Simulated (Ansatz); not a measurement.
`FC[SiH2]Br` + `C#CO` → `C#CO[SiH2]Br` + `CF` at 700 K and 1 bar (ligand exchange at the Si–C bond).

Program: Ansatz. Geometries: PBE0-D4/def2-TZVP. ΔE: electronic, gas phase. CBS: MP2 limit from def2 TZ/QZ plus the TZ coupled-cluster correction, frozen cores. This one scheme is used for every species. For Br outer-core shells are correlated without core-valence functions, which leaves a few kJ/mol of doubt a bond. Scalar relativity is left out up to krypton. One conformer a species, not always the lowest.

```csv
species,CCSD(T)/CBS energy (Eh),H − E (kJ/mol),S (J/(mol·K))
`FC[SiH2]Br`,-3002.67960,188.6,425.6
`C#CO`,-152.38380,123.4,303.4
`C#CO[SiH2]Br`,-3015.47100,178.9,456.5
`CF`,-139.63461,133.6,263.9
```

H − E and S are ideal-gas, rigid-rotor, harmonic terms from PBE0-D4/def2-TZVP, for one conformer and one mirror image of each species. 1 Eh = 2625.50 kJ/mol, R = 8.31446 J/(mol·K).

By hand: ΔE, ΔH, ΔS and ΔG.

ΔE = (-3015.47100) + (-139.63461) − (-3002.67960) − (-152.38380) = -0.04221 Eh = -110.8 kJ/mol. Δ(H − E) = 178.9 + 133.6 − 188.6 − 123.4 = 0.5, so ΔH = -110.3 kJ/mol. ΔS = 456.5 + 263.9 − 425.6 − 303.4 = -8.6 J/(mol·K). ΔG = -110.3 − 700 × (-8.6)/1000 = -104.3 kJ/mol.

By hand: the equilibrium constant, and the temperature at which ΔG would vanish if ΔH and ΔS stayed fixed.

log₁₀ K = −ΔG/(RT ln 10) = 7.8. ΔG = 0 at ΔH/ΔS = 12826 K, far beyond where these terms or the molecules hold.

The number of gas molecules stays the same, so ΔS is small and ΔH decides. A doubt of 5 kJ/mol in ΔE shifts log₁₀ K by 0.4 here. Other conformers and mirror images would add mixing entropy, several J/(mol·K) or more a flexible species. Modes under 60 cm⁻¹, often nearly free rotors, make the harmonic entropy too high. These are equilibria of isolated gas molecules and say nothing of rates. Largest T1 diagnostic: 0.013 (customary marks: 0.02 for closed shells, 0.045 for open ones).
